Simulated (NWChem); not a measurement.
System: C2H6O2Si; SMILES O=CC[SiH2]O

Excerpt of the output:

```
             Northwest Computational Chemistry Package (NWChem) 7.3.0
             --------------------------------------------------------

                             Geometry "geometry" -> ""
                             -------------------------

 Output coordinates in angstroms (scale by  1.889725989 to convert to a.u.)

  No.       Tag          Charge          X              Y              Z
 ---- ---------------- ---------- -------------- -------------- --------------
    1 O                    8.0000     0.29537100     2.58943200    -0.35163600
    2 C                    6.0000    -0.17101900     1.78207100     0.40879500
    3 C                    6.0000    -0.79712300     0.48920500     0.00089000
    4 Si                  14.0000     0.42259300    -0.96528500     0.09711300
    5 O                    8.0000    -0.36815800    -2.41222100    -0.12894000
    6 H                    1.0000    -0.12803800     1.95242200     1.51785500
    7 H                    1.0000    -1.63619700     0.23422400     0.66974800
    8 H                    1.0000    -1.15430300     0.56783900    -1.03861100
    9 H                    1.0000     1.48878200    -0.75154000    -0.92770300
   10 H                    1.0000     1.01055400    -1.02548900     1.46257300
   11 H                    1.0000    -0.63878900    -2.63325500    -1.02440400

 Effective nuclear repulsion energy (a.u.)     219.3943547276

  xc_inp: hfexch multiplicative factor not found.

                                 NWChem DFT Module
                                 -----------------

 Summary of "ao basis" -> "ao basis" (spherical)
 ------------------------------------------------------------------------------
       Tag                 Description            Shells   Functions and Types
 ---------------- ------------------------------  ------  ---------------------
 O                           6-31g*                  6       14   3s2p1d
 C                           6-31g*                  6       14   3s2p1d
 Si                          6-31g*                  8       18   4s3p1d
 H                           6-31g*                  2        2   2s

            General Information
            -------------------
          SCF calculation type: DFT
          Wavefunction type:  closed shell.
          No. of atoms     :    11
          No. of electrons :    48
           Alpha electrons :    24
            Beta electrons :    24
          Charge           :     0
          Spin multiplicity:     1
          Use of symmetry is: off; symmetry adaption is: off
          Maximum number of iterations: 150
          AO basis - number of functions:    86
                     number of shells:    44
          Convergence on energy requested:  1.00D-06
          Convergence on density requested:  1.00D-05
          Convergence on gradient requested:  5.00D-04

              XC Information
              --------------
                     Hartree-Fock (Exact) Exchange  1.000

      Superposition of Atomic Density Guess
      -------------------------------------

 Sum of atomic energies:        -516.63591552

      Non-variational initial energy
      ------------------------------

 Total energy =    -518.816417
 1-e energy   =   -1146.728406
 2-e energy   =     408.517635
 HOMO         =      -0.319391
 LUMO         =      -0.015205

     ---------------------------------------------
      Total Density - Mulliken Population Analysis
     ---------------------------------------------

    Atom       Charge   Shell Charges
 -----------   ------   -------------------------------------------------------
    1 O    8     8.83   2.00  0.96  3.11  0.92  1.82  0.02
    2 C    6     5.33   2.00  0.70  1.52  0.49  0.54  0.08
    3 C    6     6.79   2.00  0.72  2.05  0.68  1.32  0.02
    4 Si  14    13.08   2.00  2.00  5.97  0.90  1.42  0.26  0.34  0.18
    5 O    8     9.04   2.00  0.93  3.15  0.90  2.04  0.01
    6 H    1     0.86   0.48  0.38
    7 H    1     0.74   0.44  0.29
    8 H    1     0.75   0.45  0.30
    9 H    1     1.08   0.48  0.61
   10 H    1     1.08   0.48  0.60
   11 H    1     0.44   0.35  0.09

   convergence    iter        energy       DeltaE   RMS-Dens  Diis-err
 ---------------- ----- ----------------- --------- --------- ---------
 d= 0,ls=0.0,diis     1   -517.7582423072 -7.37D+02  1.04D-02  1.10D+00
 d= 0,ls=0.0,diis     2   -517.8416589505 -8.34D-02  4.80D-03  5.69D-01
 d= 0,ls=0.0,diis     3   -517.8943153173 -5.27D-02  1.20D-03  9.53D-03
 d= 0,ls=0.0,diis     4   -517.8964794185 -2.16D-03  5.32D-04  1.70D-03
 d= 0,ls=0.0,diis     5   -517.8967862234 -3.07D-04  2.74D-04  2.06D-04
  Resetting Diis
 d= 0,ls=0.0,diis     6   -517.8968587566 -7.25D-05  1.49D-04  4.82D-05
 d= 0,ls=0.0,diis     7   -517.8968738309 -1.51D-05  2.24D-05  4.23D-06
 d= 0,ls=0.0,diis     8   -517.8968746913 -8.60D-07  9.11D-06  1.01D-06

         Total DFT energy =     -517.896874691296
      One electron energy =    -1150.000944624182
           Coulomb energy =      462.140585487923
    Exchange-Corr. energy =      -49.430870282647
 Nuclear repulsion energy =      219.394354727610

 Numeric. integr. density =        0.000000000000

                       DFT Final Molecular Orbital Analysis
                       ------------------------------------

 Vector   22  Occ=2.000000D+00  E=-4.755011D-01
              MO Center=  7.7D-01, -9.8D-01,  8.5D-02, r^2= 2.8D+00
   Bfn.  Coefficient  Atom+Function         Bfn.  Coefficient  Atom+Function
  ----- ------------  ---------------      ----- ------------  ---------------
    51      0.330464   4 Si pz               82     -0.320471   9 H  s
    84      0.292395  10 H  s                81     -0.229612   9 H  s
    83      0.210540  10 H  s                65     -0.169057   5 O  pz
    69     -0.148442   5 O  pz               47     -0.131211   4 Si pz
    63      0.124649   5 O  px               67      0.103180   5 O  px

 Vector   23  Occ=2.000000D+00  E=-4.476453D-01
              MO Center= -6.8D-02,  6.2D-01, -3.1D-02, r^2= 3.9D+00
   Bfn.  Coefficient  Atom+Function         Bfn.  Coefficient  Atom+Function
  ----- ------------  ---------------      ----- ------------  ---------------
    31      0.293643   3 C  px                4      0.234271   1 O  py
    35      0.228129   3 C  px               34      0.204309   3 C  s
    49     -0.195912   4 Si px                8      0.188955   1 O  py
     3     -0.171092   1 O  px                5      0.171409   1 O  pz
    63      0.160110   5 O  px               50      0.148396   4 Si py

 Vector   24  Occ=2.000000D+00  E=-4.156283D-01
              MO Center= -2.7D-02,  1.6D+00,  4.8D-02, r^2= 3.1D+00
   Bfn.  Coefficient  Atom+Function         Bfn.  Coefficient  Atom+Function
  ----- ------------  ---------------      ----- ------------  ---------------
     5      0.370611   1 O  pz                9      0.294324   1 O  pz
    32      0.282092   3 C  py                4      0.243961   1 O  py
    76     -0.219665   6 H  s                36      0.206947   3 C  py
     3      0.199165   1 O  px                8      0.198105   1 O  py
    75     -0.170714   6 H  s                 7      0.159056   1 O  px

 Vector   25  Occ=0.000000D+00  E= 1.233389D-01
              MO Center=  2.4D-01,  1.1D-01, -1.4D-03, r^2= 5.5D+00
   Bfn.  Coefficient  Atom+Function         Bfn.  Coefficient  Atom+Function
  ----- ------------  ---------------      ----- ------------  ---------------
    54      0.661136   4 Si py               66      0.560493   5 O  s
    53      0.475889   4 Si px               55      0.448890   4 Si pz
    21      0.338172   2 C  px               84     -0.327893  10 H  s
     7     -0.272186   1 O  px               17      0.234889   2 C  px
     3     -0.218130   1 O  px                8      0.159766   1 O  py

[...]

                     NWChem Electrostatic Potential Fit Module
                     -----------------------------------------

 Atom parameters

 Number of atoms is                                   11
 Number of basis functions is                         86

 Grid parameters

 Maximum number of grid points is                  44805
 Number of grid points is                          44804
 Grid range                                     0.300000 nm
 Grid spacing                                   0.020000 nm
 Probe radius                                   0.070000 nm
 Atom radius factor                             1.000000

 Atomic radii

    1    0.100000
    6    0.147000
    8    0.136000
   14    0.187000
 FASTESP  F
  using M.O. file = ./job.movecs

    Atom              Coordinates                           Charge

                                                  ESP

    1 O     0.029537    0.258943   -0.035164   -0.537903
    2 C    -0.017102    0.178207    0.040880    0.542995
    3 C    -0.079712    0.048921    0.000089   -0.344539
    4 Si    0.042259   -0.096529    0.009711    0.884464
    5 O    -0.036816   -0.241222   -0.012894   -0.761534
    6 H    -0.012804    0.195242    0.151786   -0.024975
    7 H    -0.163620    0.023422    0.066975    0.077521
    8 H    -0.115430    0.056784   -0.103861    0.096779
    9 H     0.148878   -0.075154   -0.092770   -0.194704
   10 H     0.101055   -0.102549    0.146257   -0.171676
   11 H    -0.063879   -0.263326   -0.102440    0.433571
                                            ------------
                                                0.000000

 Dipole moment                                  0.951754

 Quadrupole moment Qxx                          9.164870
                   Qyy                        -21.916106
                   Qzz                         12.751237

 RMS deviation kJ/mol                           0.050022

 RRMS %                                        17.681606
```

Level: Hartree-Fock/6-31G* (spherical d). Structure relaxed at the PBE0/def2-SVP level.

Question: Write an input that gives this output.

Answer: This is not unique; one that fits is the input that was run:
```
start job
memory heap 200 mb stack 900 mb global 1100 mb
geometry units angstroms noautosym nocenter noautoz
  O      0.295371     2.589432    -0.351636
  C     -0.171019     1.782071     0.408795
  C     -0.797123     0.489205     0.000890
  Si     0.422593    -0.965285     0.097113
  O     -0.368158    -2.412221    -0.128940
  H     -0.128038     1.952422     1.517855
  H     -1.636197     0.234224     0.669748
  H     -1.154303     0.567839    -1.038611
  H      1.488782    -0.751540    -0.927703
  H      1.010554    -1.025489     1.462573
  H     -0.638789    -2.633255    -1.024404
end
basis spherical
  * library 6-31g*
end
dft
  xc hfexch
  iterations 150
  mulliken
end
task dft energy
esp
  recalculate
  probe 0.07
  range 0.3
  factor 1.0
  spacing 0.02
end
task esp
```
